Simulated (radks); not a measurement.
Problem. Neutral chromium, [Ar] 3d5 4s1. All-electron calculation, non-relativistic Kohn-Sham, exchange-only B88, spin-polarised, spherical densities, point nucleus. Program: a radial shooting solver on a logarithmic mesh with Libxc functionals. Every spin shell is full or empty, so the densities are truly spherical. Functionals are evaluated on that one density, not self-consistently. Rank these orbital-free kinetic functionals by their error against the exact value of the orbitals, and give that value: Thomas-Fermi, TF + vW, TF + vW/9, LC94, APBEK, revAPBEK, Perdew 92, Pearson, LKT, PG1, DePristo-Kress, Ernzerhof.

Solution. Exact: 1043.49 hartree. From best to worst, with 100 (|E| - |E exact|)/|E exact| (equal figures are ties): LC94 -0.03, APBEK +0.08, DePristo-Kress -0.09, Ernzerhof -0.31, revAPBEK +0.36, Perdew 92 -0.77, TF + vW/9 -0.78, Pearson -1.37, Thomas-Fermi -6.71, PG1 +20.62, LKT +25.83, TF + vW +46.70.
